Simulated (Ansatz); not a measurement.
InGa5, relaxed as a singlet with RKS PBE-D4/def2-SVP in Ansatz, starting from the GFN1-xTB geometry. Force threshold 0.02 eV/Å.

In the def2 sets In takes a core potential; there is no spin–orbit coupling. The restricted singlet is unstable towards broken spin symmetry at other levels; at PBE-D4/def2-SVP this wasn't settled. Another isomer (singlet) lies 0.22 eV lower at PBE0-D4/def2-TZVP; other spin states weren't run for this one.

Start:

```
atom    x (Å)    y (Å)    z (Å)
 Ga1   1.0785  -1.6037   0.6018
 Ga2   1.5374   0.8210   1.0604
 Ga3  -0.1303  -1.0660  -1.7201
 Ga4  -1.2051   1.3414   0.9536
 Ga5  -1.6367  -1.0866   0.4903
 In6   0.3562   1.5939  -1.3859
```

Estimate the energy that the relaxation releases and the steps that it takes.

5.6 kcal/mol, in 4 steps; 12 s on 4 threads of Arm Neoverse V2 on a shared host. No frequencies were taken in this run, so the end may be a saddle point.

Does the start keep its bonding and symmetry?

Bonds lost: Ga1–Ga5, Ga2–Ga4 (atoms count from 1). Point group Cs at the start, Cs at the end, both within 0.05 Å.

Predict the relaxed structure.


```csv
atom,x (Å),y (Å),z (Å)
Ga1,1.249,-1.652,0.524
Ga2,1.745,0.809,0.989
Ga3,-0.154,-1.130,-1.530
Ga4,-1.397,1.402,0.865
Ga5,-1.806,-1.074,0.398
In6,0.364,1.645,-1.245
```
Bond lengths (bridged metal pairs left out): 4 × Ga–Ga 2.54 to 2.55 Å; 3 × Ga–In 2.76 to 2.84 Å.
